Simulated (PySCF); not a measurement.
H₁₂Si₆, charge -1, doublet, geometry from GFN2-xTB (a state made from the parent by changing its charge; the spin is typed, not shown lowest); DF-B3LYP/def2-SV(P) in PySCF.

Input for PySCF:
```python
from pyscf import gto, scf, dft

mol = gto.M(
    atom='''
Si   -1.21516116    1.23999611   -1.17463270
Si    0.80403189    2.05772008   -0.41715367
Si    2.42861176    0.44259627   -0.09946229
Si    1.19177985   -1.27043164    0.94405368
Si   -0.94227592   -2.20582581    0.59193570
Si   -2.21677236   -0.31565020    0.20243921
H    -0.96905528    0.58538924   -2.48224425
H    -2.14530204    2.31007172   -1.61054456
H     1.17894412    3.24545570   -1.21981534
H     0.50759624    2.72598231    0.87598887
H     2.69753108   -0.10575439   -1.46998374
H     3.72278021    1.23129048   -0.01133908
H     2.13564072   -2.38179458    1.28870443
H     1.00489235   -0.67368819    2.31873475
H    -1.93303297   -3.21234037    1.14871674
H    -0.81702648   -2.86705429   -0.74911782
H    -2.46905424    0.38730253    1.48652544
H    -3.61691061   -0.52252732   -0.23614437
''',
    basis='def2-sv(p)',
    charge=-1,
    spin=1,
    verbose=4,
    symmetry=True,
)

mf = dft.UKS(mol)
mf.xc = 'b3lyp'
mf.irrep_nelec = {"A'": (29, 29), 'A"': (20, 19)}
mf = mf.density_fit(auxbasis='def2-universal-jkfit')
mf.kernel()
mf.analyze()
```

Problem. Predict the main parts of the log of this PySCF run.

Solution. 
```
PySCF version 2.14.0

[INPUT] verbose = 4
[INPUT] num. atoms = 18
[INPUT] num. electrons = 97
[INPUT] charge = -1
[INPUT] spin (= nelec alpha-beta = 2S) = 1
[INPUT] symmetry True subgroup None
[INPUT] Mole.unit = angstrom
[INPUT] Symbol           X                Y                Z      unit          X                Y                Z       unit  Magmom
[...]
nuclear repulsion = 677.569532589025
point group symmetry = Cs
symmetry origin: [-1.18107887e-09  3.54323655e-09  1.77161814e-09]
symmetry axis x: [-0.12529278  0.39685142  0.9092913 ]
symmetry axis y: [ 0.6177846  -0.68593426  0.38449498]
symmetry axis z: [ 0.77630143  0.6099206  -0.15922609]
num. orbitals of irrep A' = 78
num. orbitals of irrep A" = 54
number of shells = 72
number of NR pGTOs = 264
number of NR cGTOs = 132
basis = def2-sv(p)
ecp = {}

******** <class 'pyscf.df.df_jk.DFSymAdaptedUKS'> ********
method = DFSymAdaptedUKS
initial guess = minao
damping factor = 0
level_shift factor = 0
DIIS = <class 'pyscf.scf.diis.CDIIS'>
diis_start_cycle = 1
diis_space = 8
diis_damp = 0
SCF conv_tol = 1e-09
SCF conv_tol_grad = None
SCF max_cycles = 50
direct_scf = False
number electrons alpha = 49  beta = 48
irrep_nelec {"A'": (29, 29), 'A"': (20, 19)}
XC library pyscf.dft.libxc version 7.1.2
    S. Lehtola, C. Steigemann, M. J. T. Oliveira, and M. A. L. Marques,  SoftwareX 7, 1–5 (2018)
XC functionals = b3lyp
    P. J. Stephens, F. J. Devlin, C. F. Chabalowski, and M. J. Frisch,  J. Phys. Chem. 98, 11623 (1994)
radial grids:
    Treutler-Ahlrichs [JCP 102, 346 (1995); DOI:10.1063/1.469408] (M4) radial grids

becke partition: Becke, JCP 88, 2547 (1988); DOI:10.1063/1.454033
pruning grids: <function nwchem_prune>
grids dens level: 3
symmetrized grids: True
atomic radii adjust function: <function treutler_atomic_radii_adjust>
small_rho_cutoff = 0
Freeze 97 electrons in irreps ["A'", 'A"']
    0 free electrons in irreps
Set gradient conv threshold to 3.16228e-05
tot grids = 232776
******** <class 'pyscf.df.df.DF'> ********
auxbasis = def2-universal-jkfit
init E= -1743.58193580099

cycle= 1 E= -1743.60455218135  delta_E= -0.0226  |g|= 0.147  |ddm|= 3.99

cycle= 2 E= -1743.61854777842  delta_E= -0.014  |g|= 0.0877  |ddm|= 1.18

cycle= 3 E= -1743.62424956678  delta_E= -0.0057  |g|= 0.0427  |ddm|= 0.596

cycle= 4 E= -1743.62605569304  delta_E= -0.00181  |g|= 0.00783  |ddm|= 0.308

cycle= 5 E= -1743.62611056971  delta_E= -5.49e-05  |g|= 0.00283  |ddm|= 0.0359

cycle= 6 E= -1743.62611990341  delta_E= -9.33e-06  |g|= 0.000918  |ddm|= 0.0318

cycle= 7 E= -1743.62612205568  delta_E= -2.15e-06  |g|= 0.000328  |ddm|= 0.0191

cycle= 8 E= -1743.62612295836  delta_E= -9.03e-07  |g|= 0.00021  |ddm|= 0.0191

cycle= 9 E= -1743.62612332854  delta_E= -3.7e-07  |g|= 0.000112  |ddm|= 0.0121

cycle= 10 E= -1743.62612353069  delta_E= -2.02e-07  |g|= 5.6e-05  |ddm|= 0.0116

cycle= 11 E= -1743.62612358781  delta_E= -5.71e-08  |g|= 2.57e-05  |ddm|= 0.00753

cycle= 12 E= -1743.62612359492  delta_E= -7.11e-09  |g|= 1.34e-05  |ddm|= 0.00241

cycle= 13 E= -1743.62612359601  delta_E= -1.09e-09  |g|= 5.69e-06  |ddm|= 0.000909

cycle= 14 E= -1743.62612359621  delta_E= -2.03e-10  |g|= 2.12e-06  |ddm|= 0.000397

Extra cycle  E= -1743.62612359622  delta_E= -1.36e-11  |g|= 1.98e-06  |ddm|= 7.86e-05
converged SCF energy = -1743.62612359622  <S^2> = 0.75341893  2S+1 = 2.003416
**** SCF Summaries ****
Total Energy =                       -1743.626123596223806
Nuclear Repulsion Energy =             677.569532589024789
One-electron Energy =                -3780.026536596226833
Two-electron Energy =                 1358.830880410978125
Two-electron Coulomb Energy =         1489.132655345129706
DFT Exchange-Correlation Energy =     -130.301774934151553
Wave-function symmetry = A"
alpha occupancy for each irrep:     A'   A"
                                    29   20
beta  occupancy for each irrep:     A'   A"
                                    29   19
**** MO energy ****
[...]
beta  MO #88 (A' #53), energy= 0.57273083162004 occ= 0
beta  MO #89 (A" #36), energy= 0.589648261488868 occ= 0
beta  MO #90 (A' #54), energy= 0.601911131009401 occ= 0
beta  MO #91 (A' #55), energy= 0.611475255471283 occ= 0
beta  MO #92 (A" #37), energy= 0.627034343161164 occ= 0
beta  MO #93 (A' #56), energy= 0.628957193504338 occ= 0
beta  MO #94 (A' #57), energy= 0.663759677803377 occ= 0
beta  MO #95 (A" #38), energy= 0.666708678616855 occ= 0
beta  MO #96 (A" #39), energy= 0.674505949203307 occ= 0
beta  MO #97 (A' #58), energy= 0.682762566524473 occ= 0
beta  MO #98 (A' #59), energy= 0.688305319240964 occ= 0
beta  MO #99 (A" #40), energy= 0.699241910573069 occ= 0
beta  MO #100 (A' #60), energy= 0.70276301336756 occ= 0
beta  MO #101 (A" #41), energy= 0.714775320223464 occ= 0
beta  MO #102 (A' #61), energy= 0.714991261292314 occ= 0
beta  MO #103 (A' #62), energy= 0.723964779813317 occ= 0
beta  MO #104 (A" #42), energy= 0.736616651258716 occ= 0
beta  MO #105 (A' #63), energy= 0.746941691609508 occ= 0
beta  MO #106 (A" #43), energy= 0.757647546632668 occ= 0
beta  MO #107 (A' #64), energy= 0.789499598879305 occ= 0
beta  MO #108 (A" #44), energy= 0.800207114673227 occ= 0
beta  MO #109 (A' #65), energy= 0.807493511096368 occ= 0
beta  MO #110 (A" #45), energy= 0.820026416881539 occ= 0
beta  MO #111 (A' #66), energy= 0.822322839055014 occ= 0
beta  MO #112 (A' #67), energy= 0.833636661372143 occ= 0
beta  MO #113 (A" #46), energy= 0.841949700947514 occ= 0
beta  MO #114 (A' #68), energy= 0.845480371241055 occ= 0
beta  MO #115 (A" #47), energy= 0.860651854712311 occ= 0
beta  MO #116 (A' #69), energy= 0.886063401652438 occ= 0
beta  MO #117 (A' #70), energy= 0.895523056004841 occ= 0
beta  MO #118 (A" #48), energy= 0.896610767358357 occ= 0
beta  MO #119 (A" #49), energy= 0.930786240529087 occ= 0
beta  MO #120 (A" #50), energy= 0.946648969151709 occ= 0
beta  MO #121 (A' #71), energy= 0.950406962864972 occ= 0
beta  MO #122 (A' #72), energy= 1.02170057791421 occ= 0
beta  MO #123 (A' #73), energy= 1.05105686431885 occ= 0
beta  MO #124 (A" #51), energy= 1.05771260362345 occ= 0
beta  MO #125 (A' #74), energy= 1.07785955114913 occ= 0
beta  MO #126 (A' #75), energy= 1.12810626427515 occ= 0
beta  MO #127 (A" #52), energy= 1.13685203018179 occ= 0
beta  MO #128 (A' #76), energy= 1.13726104120138 occ= 0
beta  MO #129 (A' #77), energy= 1.15216057407269 occ= 0
beta  MO #130 (A" #53), energy= 1.15908194850391 occ= 0
beta  MO #131 (A" #54), energy= 1.16842276682009 occ= 0
beta  MO #132 (A' #78), energy= 1.18469189072041 occ= 0
 ** Mulliken pop alpha/beta on meta-lowdin orthogonal AOs **
 ** Mulliken pop       alpha | beta **
In total            49.00000 | 48.00000
 ** Mulliken atomic charges   ( Nelec_alpha | Nelec_beta ) **
charge of  0Si =      0.07453  (     7.01281      6.91266 )
charge of  1Si =      0.11469  (     6.97231      6.91300 )
charge of  2Si =      0.03130  (     7.09217      6.87653 )
charge of  3Si =      0.14031  (     6.95080      6.90889 )
charge of  4Si =      0.03130  (     7.09217      6.87653 )
charge of  5Si =      0.11469  (     6.97231      6.91300 )
charge of  6H =     -0.10886  (     0.55357      0.55530 )
charge of  7H =     -0.09777  (     0.54453      0.55324 )
charge of  8H =     -0.10677  (     0.55245      0.55432 )
charge of  9H =     -0.12027  (     0.56551      0.55476 )
charge of  10H =     -0.18681  (     0.63516      0.55164 )
charge of  11H =     -0.12422  (     0.59729      0.52693 )
charge of  12H =     -0.11180  (     0.55430      0.55750 )
charge of  13H =     -0.11226  (     0.55420      0.55805 )
charge of  14H =     -0.12422  (     0.59729      0.52693 )
charge of  15H =     -0.18681  (     0.63516      0.55164 )
charge of  16H =     -0.12027  (     0.56551      0.55476 )
charge of  17H =     -0.10677  (     0.55245      0.55432 )

WARN: System has nonzero charge -1; the dipole moment is origin-dependent.
Location of origin: [0. 0. 0.]

Dipole moment(X, Y, Z, Debye): -0.10570,  0.17225,  0.14445
```
